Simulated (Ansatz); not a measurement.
Species: sum formula SiN₂H₄Br₂, charge 0, multiplicity 1. SMILES: N[Si](N)(Br)Br
Geometry from a B3LYP-D3(BJ)/def2-TZVP (Ansatz, an electronic-structure program) optimisation:
```
Si
N 1 1.6936
H 2 1.0072 1 120.60
H 2 1.0087 3 112.55 1 150.58
N 1 1.6936 2 108.92 3 -157.35
H 5 1.0072 1 120.60 2 -157.35
H 5 1.0087 6 112.55 1 150.58
Br 1 2.2424 2 116.51 3 84.77
Br 1 2.2424 2 104.54 3 -32.16
```
Charge 0, spin multiplicity 1.

CCSD(T) with Ansatz in growing basis sets, 32 correlated electrons. Cores are frozen in the correlated levels unless marked. Open shells are spin-unrestricted. No spin-orbit coupling. The frozen core is the preceding noble-gas configuration, with the filled d and f shells of earlier blocks. Non-relativistic. Costs are ratios of core time to the smallest set, on shared machines of one kind, and rough; they hold the program's checks for lower states.

```json
[
 {"basis": "def2-SVP", "functions": "130", "cost over smallest": "1×", "E(corr) (Eh)": "-0.7312", "electronic atomisation energy (kcal/mol)": "655.2"},
 {"basis": "def2-TZVPP", "functions": "256", "cost over smallest": "10×", "E(corr) (Eh)": "?", "electronic atomisation energy (kcal/mol)": "?"}
]
```

What does the step to def2-TZVPP buy, and how does its cost grow by formal scaling?

Formally CCSD grows as o²v⁴ and (T) as o³v⁴; with o = 16 and v going from 79 to 205 both grow 45-fold in the last step, while integrals and the mean field grow more slowly. That step adds 214.2 mEh of correlation energy and 44.3 kcal/mol to the atomisation energy. Row: E(corr) (Eh) -0.9454, electronic atomisation energy (kcal/mol) 699.5.
